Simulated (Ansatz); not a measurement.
Program: Ansatz. Geometries: PBE0-D4/def2-TZVP. ΔE: electronic, gas phase. CBS: MP2 limit from def2 TZ/QZ plus the TZ coupled-cluster correction, frozen cores. DFT in def2-TZVPP. B3LYP here is the variant with VWN-RPA as its local correlation; programs differ in this. HSE06 is defined as in plane-wave codes. One conformer a species, not always the lowest.

Consider the formal exchange of groups at the Si–Al bond: `C#C[SiH2][AlH][SiH3]` + `C=C(O)[SiH3]` → `O/C([SiH3])=C/[SiH3]` + `C#C[SiH2][AlH2]`.

```json
{"level": "LDA (SPW92)", "ΔE (kJ/mol)": "55.0", "difference from CCSD(T)/CBS": "38.1"}
{"level": "PBE-D4", "ΔE (kJ/mol)": "43.9", "difference from CCSD(T)/CBS": "27.0"}
{"level": "revPBE-D4", "ΔE (kJ/mol)": "38.0", "difference from CCSD(T)/CBS": "21.1"}
{"level": "BLYP-D4", "ΔE (kJ/mol)": "15.6", "difference from CCSD(T)/CBS": "-1.3"}
{"level": "r2SCAN-D4", "ΔE (kJ/mol)": "38.3", "difference from CCSD(T)/CBS": "21.4"}
{"level": "B97M-V", "ΔE (kJ/mol)": "22.7", "difference from CCSD(T)/CBS": "5.8"}
{"level": "PBE0-D4", "ΔE (kJ/mol)": "36.9", "difference from CCSD(T)/CBS": "20.0"}
{"level": "B3LYP-D4", "ΔE (kJ/mol)": "12.8", "difference from CCSD(T)/CBS": "-4.1"}
{"level": "r2SCANh-D4", "ΔE (kJ/mol)": "36.1", "difference from CCSD(T)/CBS": "19.2"}
{"level": "r2SCAN0-D4", "ΔE (kJ/mol)": "32.8", "difference from CCSD(T)/CBS": "15.9"}
{"level": "HSE06-D4", "ΔE (kJ/mol)": "37.4", "difference from CCSD(T)/CBS": "20.5"}
{"level": "BHLYP-D4", "ΔE (kJ/mol)": "3.6", "difference from CCSD(T)/CBS": "-13.3"}
{"level": "CAM-B3LYP-D4", "ΔE (kJ/mol)": "5.9", "difference from CCSD(T)/CBS": "-11.0"}
{"level": "ωB97X-V", "ΔE (kJ/mol)": "14.6", "difference from CCSD(T)/CBS": "-2.3"}
{"level": "ωB97M-V", "ΔE (kJ/mol)": "18.2", "difference from CCSD(T)/CBS": "1.3"}
{"level": "B2PLYP", "ΔE (kJ/mol)": "10.3", "difference from CCSD(T)/CBS": "-6.6"}
{"level": "PBE", "ΔE (kJ/mol)": "43.1", "difference from CCSD(T)/CBS": "26.2"}
{"level": "revPBE", "ΔE (kJ/mol)": "38.2", "difference from CCSD(T)/CBS": "21.3"}
{"level": "r2SCAN", "ΔE (kJ/mol)": "38.3", "difference from CCSD(T)/CBS": "21.4"}
{"level": "PBE0", "ΔE (kJ/mol)": "36.2", "difference from CCSD(T)/CBS": "19.3"}
{"level": "r2SCANh", "ΔE (kJ/mol)": "36.0", "difference from CCSD(T)/CBS": "19.1"}
{"level": "r2SCAN0", "ΔE (kJ/mol)": "32.6", "difference from CCSD(T)/CBS": "15.7"}
{"level": "HSE06", "ΔE (kJ/mol)": "36.7", "difference from CCSD(T)/CBS": "19.8"}
{"level": "BHLYP", "ΔE (kJ/mol)": "1.2", "difference from CCSD(T)/CBS": "-15.7"}
{"level": "CAM-B3LYP", "ΔE (kJ/mol)": "5.1", "difference from CCSD(T)/CBS": "-11.8"}
{"level": "LC-ωPBE", "ΔE (kJ/mol)": "20.1", "difference from CCSD(T)/CBS": "3.2"}
{"level": "RPA@PBE/def2-TZVPP", "ΔE (kJ/mol)": "16.0", "difference from CCSD(T)/CBS": "-0.9"}
{"level": "HF/def2-SVP", "ΔE (kJ/mol)": "-31.1", "difference from CCSD(T)/CBS": "-48.0"}
{"level": "MP2/def2-SVP", "ΔE (kJ/mol)": "7.5", "difference from CCSD(T)/CBS": "-9.4"}
{"level": "CCSD/def2-SVP", "ΔE (kJ/mol)": "5.1", "difference from CCSD(T)/CBS": "-11.8"}
{"level": "CCSD(T)/def2-SVP", "ΔE (kJ/mol)": "11.7", "difference from CCSD(T)/CBS": "-5.2"}
{"level": "MP2/def2-TZVPP", "ΔE (kJ/mol)": "12.6", "difference from CCSD(T)/CBS": "-4.3"}
{"level": "SCS-MP2/def2-TZVPP", "ΔE (kJ/mol)": "2.5", "difference from CCSD(T)/CBS": "-14.4"}
{"level": "CCSD/def2-TZVPP", "ΔE (kJ/mol)": "9.3", "difference from CCSD(T)/CBS": "-7.6"}
{"level": "CCSD(T)/def2-TZVPP", "ΔE (kJ/mol)": "17.3", "difference from CCSD(T)/CBS": "0.4"}
{"level": "HF/def2-QZVPP", "ΔE (kJ/mol)": "-25.9", "difference from CCSD(T)/CBS": "-42.8"}
{"level": "MP2/def2-QZVPP", "ΔE (kJ/mol)": "12.4", "difference from CCSD(T)/CBS": "-4.5"}
{"level": "HF/CBS(def2)", "ΔE (kJ/mol)": "-25.9", "difference from CCSD(T)/CBS": "-42.8"}
{"level": "MP2/CBS(def2)", "ΔE (kJ/mol)": "12.3", "difference from CCSD(T)/CBS": "-4.6"}
{"level": "CCSD/CBS(def2)", "ΔE (kJ/mol)": "8.9", "difference from CCSD(T)/CBS": "-8.0"}
{"level": "CCSD(T)/CBS", "ΔE (kJ/mol)": "16.9", "difference from CCSD(T)/CBS": "0"}
```

Largest T1 diagnostic among the species: 0.015.

In def2-TZVPP, CCSD(T) changes the Hartree–Fock value by +43.1 kJ/mol (the triples alone add +8.1 kJ/mol) and MP2 by +38.4 kJ/mol. From BLYP to BHLYP (50 % exact exchange), in def2-TZVPP and without D4, ΔE moves by −13.2 kJ/mol. Leaving LDA and LC-ωPBE aside and taking each functional with its dispersion term where it has one, the values spread over 40.3 kJ/mol, from BHLYP-D4 to PBE-D4. LDA lies +11.9 kJ/mol from PBE without D4.
